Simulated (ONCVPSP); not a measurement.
## Potentials for Si (Z = 14) compared

Generated with ld1.x 7.5 (TM, RRKJ, ultrasoft, PAW), atompaw 4.2 or ONCVPSP 4.0.1. The cutoff is in Ry: for ld1.x and atompaw files where the sum of valence levels is converged to 10 mRy in a Bessel basis, for ONCV files where the hardest occupied wave has 1 mHa per electron of residual kinetic energy. The error is the largest all-electron minus pseudo excitation energy over each file’s own four to seven test configurations (ionisations up to +4, promotions, holes and added fractions of an electron), all of which were solved. The labels leave out finer settings (local radius, basis sizes, second energies), which also bear on the numbers. Spin-polarised tests are not counted. The rows are a selection from randomly drawn settings: files with unsolved tests, undetermined cutoffs or missed reference levels are left out.

A true bound ghost makes a file unfit for plane-wave use even where its test errors are small: the radial tests pick states by their node count and pass the ghost by.

```tsv
potential	cutoff (Ry)	largest error (meV)	bound ghosts
ONCV, PBE, scalar-relativistic, rc 0.80/0.85/0.80 (spd), local d, core correction yes, reference 2s2 2p6 3s1.5 3p2.5, qcut 12.3/18.3/11.9, projectors 2/2/0	239	+3.0	none
ONCV, PBE, non-relativistic, rc 1.55/1.85 (sp), local s, core correction no, reference 3s1 3p3, qcut 3.4/4.4, projectors 0/1	23	-7.6	none
ONCV, PBE, scalar-relativistic, rc 1.75/1.45 (sp), local smoothed, core correction yes, reference 3s2 3p1.5, qcut 4.1/4.5, projectors 2/1	71	-24	none
ONCV, PBE, scalar-relativistic, rc 1.90/2.15/2.15 (spd), local smoothed, core correction yes, reference 3s1.5 3p2.5, qcut 4.3/3.1/5.3, projectors 2/3/2	15	+4.9	none
ONCV, PBE, scalar-relativistic, rc 2.00/2.20 (sp), local smoothed, core correction yes, reference 3s2 3p2, qcut 2.7/3.3, projectors 2/1	48	+13	p
```

Task: Fill in the row for Si: ONCV, PBE, scalar-relativistic, rc 1.80/2.45 (sp), local smoothed, core correction no, reference 3s2 3p2, qcut 3.6/3.9, projectors 2/1.

Result: cutoff 15 Ry, largest error +46 meV, bound ghosts: none.

Task: Fill in the row for Si: ONCV, PBE, scalar-relativistic, rc 1.60/2.10 (sp), local s, core correction no, reference 3s2 3p1, qcut 3.4/2.9, projectors 0/3.

Result: cutoff 28 Ry, largest error +66 meV, bound ghosts: p.
